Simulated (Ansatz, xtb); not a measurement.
C5H7B: which of two isomers lies lower

Structure I: `BCC#CC=C`, a singlet. Structure II: `BC#CCC=C`, a singlet. Both are isolated molecules in the gas phase, relaxed with B3LYP/def2-SVP; the shapes shown needn't be the lowest conformers.

I (Å):

```yaml
atoms:
  - { symbol: C, position_ang: [-0.6826, -0.9838, -1.1939] }
  - { symbol: C, position_ang: [-0.4919, -0.6294, 0.2064] }
  - { symbol: C, position_ang: [-0.3492, -0.3193, 1.3748] }
  - { symbol: C, position_ang: [-0.1977, 0.0076, 2.7546] }
  - { symbol: C, position_ang: [0.4087, 1.1089, 3.2319] }
  - { symbol: B, position_ang: [-1.7784, -0.2207, -2.0211] }
  - { symbol: H, position_ang: [-2.3387, 0.7588, -1.5988] }
  - { symbol: H, position_ang: [-2.0252, -0.6156, -3.1355] }
  - { symbol: H, position_ang: [0.2472, -0.7854, -1.7768] }
  - { symbol: H, position_ang: [-0.8244, -2.0754, -1.3184] }
  - { symbol: H, position_ang: [-0.6186, -0.7152, 3.4659] }
  - { symbol: H, position_ang: [0.4832, 1.2835, 4.3080] }
  - { symbol: H, position_ang: [0.8430, 1.8588, 2.5651] }
```

II (Å):

```yaml
atoms:
  - { symbol: C, position_ang: [0.5116, 1.3268, -3.0896] }
  - { symbol: C, position_ang: [0.3287, 0.4065, -2.3011] }
  - { symbol: C, position_ang: [0.1371, -0.6959, -1.3625] }
  - { symbol: C, position_ang: [1.1944, -0.7801, -0.2826] }
  - { symbol: C, position_ang: [0.9343, -0.7998, 1.0257] }
  - { symbol: B, position_ang: [0.7250, 2.4566, -4.0556] }
  - { symbol: H, position_ang: [-0.1901, 2.8638, -4.7287] }
  - { symbol: H, position_ang: [1.8128, 2.9667, -4.1674] }
  - { symbol: H, position_ang: [0.1414, -1.6309, -1.9577] }
  - { symbol: H, position_ang: [-0.8693, -0.6353, -0.9119] }
  - { symbol: H, position_ang: [2.2305, -0.8265, -0.6374] }
  - { symbol: H, position_ang: [-0.0899, -0.7446, 1.4099] }
  - { symbol: H, position_ang: [1.7368, -0.8723, 1.7647] }
```

Quicker runs give these differences E(II) − E(I): GFN2-xTB −4.6 kcal/mol; HF/STO-3G −7.3 kcal/mol (at GFN2-xTB geometries); r2SCAN-D4/def2-SVP −6.8 kcal/mol (at GFN2-xTB geometries).

Question: Estimate E(II) − E(I) at the level CCSD(T)/def2-SVP + ΔMP2/def2-TZVPP.

Answer: Calculated at CCSD(T)/def2-SVP + ΔMP2/def2-TZVPP: E(II) − E(I) = −7.4 kcal/mol, so structure II lies lower.

Level by level:

```tsv
level	geometry	E(II) − E(I) (kcal/mol)	departure from the last row (kcal/mol)	job, with rough time for the two
GFN2-xTB	GFN2-xTB	−4.6	+2.8	optimisation, 0.23 s
HF/STO-3G	GFN2-xTB	−7.3	+0.1	single point, 0.32 s
r2SCAN-D4/def2-SVP	GFN2-xTB	−6.8	+0.5	single point, 2.2 s
B3LYP/def2-SVP	B3LYP/def2-SVP	−6.7	+0.7	optimisation, 2.2 min
HF/def2-SVP	B3LYP/def2-SVP	−6.9	+0.5	part of the CCSD(T) run
MP2/def2-SVP	B3LYP/def2-SVP	−6.5	+0.8	part of the CCSD(T) run
CCSD(T)/def2-SVP	B3LYP/def2-SVP	−7.1	+0.3	single point
CCSD(T)/def2-SVP + ΔMP2/def2-TZVPP	B3LYP/def2-SVP	−7.4		single point, 28 s
```

As drawn, both hold the same kinds of bond in the same numbers.

None of the levels shown reverses the order. The largest departure from CCSD(T)/def2-SVP + ΔMP2/def2-TZVPP is that of GFN2-xTB, 2.8 kcal/mol. The last row adds to CCSD(T) the change of the MP2 difference between the two basis sets, here −0.3 kcal/mol.

With thermal terms from frequencies at re-optimised GFN2-xTB minima (ideal gas, soft modes damped towards free rotors, one conformer each, 298.15 K, 1 atm): the zero-point term adds +0.7 kcal/mol; ΔH is −6.8 and ΔG −6.7 kcal/mol.

The correlated steps freeze 6 core orbitals. Codes used: Ansatz 0.2.0, xtb 6.7.1; the last row on 2 threads of Intel(R) Xeon(R) 6975P-C (Granite Rapids) on a shared host.
